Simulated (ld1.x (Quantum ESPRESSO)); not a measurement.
# Plane-wave convergence, TM potential for tin

- Element: Sn (Z = 50)
- Generator: ld1.x (Quantum ESPRESSO) 7.5
- Type: norm-conserving Troullier–Martins (Kleinman–Bylander form)
- Functional: PBE
- Relativity: scalar-relativistic
- Frozen core: [Kr]
- Valence charge: 14
- Reference configuration: 4d10 5s2 5p2
- Partial waves: 5p (bound): rc 2.85 bohr; 4d (bound): rc 1.15 bohr; 5s (bound): rc 2.15 bohr
- Local potential: the s channel
- Core correction: Bessel-smoothed model core, default radius (core density twice the valence density)

The pseudo-atom Hamiltonian at the reference potential is diagonalised in spherical Bessel functions j_l(qr) that vanish at 20 bohr, with q² up to the cutoff. All-electron valence levels (Ry): 5p -0.2715, 4d -1.8991, 5s -0.7753.

Problem. How do the lowest levels (Ry) of each channel move with the cutoff, and are there ghosts?

Solution.

```csv
cutoff (Ry),p #1,d #1,s #1,f #1,Σ f·Δε (mRy)
8,-0.2685,0.0326,-0.7600,0.1045,19353.9
15,-0.2713,0.0158,-0.7682,0.1045,19163.6
30,-0.2715,-0.7298,-0.7750,0.1045,11694.2
45,-0.2715,-1.5786,-0.7752,0.1045,3205.5
60,-0.2715,-1.8337,-0.7753,0.1045,654.1
90,-0.2715,-1.8973,-0.7753,0.1045,18.4
140,-0.2715,-1.8990,-0.7753,0.1045,1.4
200,-0.2715,-1.8991,-0.7753,0.1045,0.1
400,-0.2715,-1.8991,-0.7753,0.1045,0.0
```

Result: no extra level below or beside the all-electron valence levels (p, d, s, f tested); 10 mRy is reached at 100 Ry and 1 mRy at 160 Ry.
